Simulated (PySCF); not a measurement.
**From computed data to an observable: chemical shift, span and skew from a shielding tensor**

CH7ClSi2, SMILES [SiH3]C[SiH2]Cl. Atoms are numbered in the order given.

```xyz
11

Si    -2.0322    -0.1431    -0.3057
C     -0.4666    -1.1313    -0.6784
Si     1.0287    -0.6765     0.3413
Cl     1.2959     1.3826     0.2852
H     -1.9092     1.2501    -0.8227
H     -2.2673    -0.0986     1.1701
H     -3.2099    -0.7962    -0.9551
H     -0.2250    -1.0216    -1.7492
H     -0.6725    -2.2024    -0.5017
H      0.8302    -1.0667     1.7659
H      2.2735    -1.3060    -0.1839
```

Geometry optimised at PBE0-D3(BJ)/def2-SVP. The values are those of a single conformer.

GIAO shieldings from PySCF with PBE0/pcSseg-1, non-relativistic, no solvent. The symmetric part of the tensor of Si1 has the principal values 399.3, 404.8, 460.1 ppm. The same nucleus in TMS has σ = 352.7 ppm at this level (PySCF, at its B3LYP-D3(BJ)/def2-TZVP geometry). Without spin–orbit terms, shifts of atoms bonded to Cl or Br come out too high.

Work out the isotropic shielding, the ²⁹Si shift against TMS, the span and the skew.


σ(iso) = (σ11 + σ22 + σ33)/3 = 421.4 ppm. δ = σ(ref) − σ(iso) = 352.7 − (421.4) = -68.7 ppm.
Span Ω = σ33 − σ11 = 60.8 ppm. Skew κ = 3(σ(iso) − σ22)/Ω = 0.82. Tumbling in solution averages the tensor to δ; in a static solid the shielding alone would spread this spin-1/2 line over Ω.
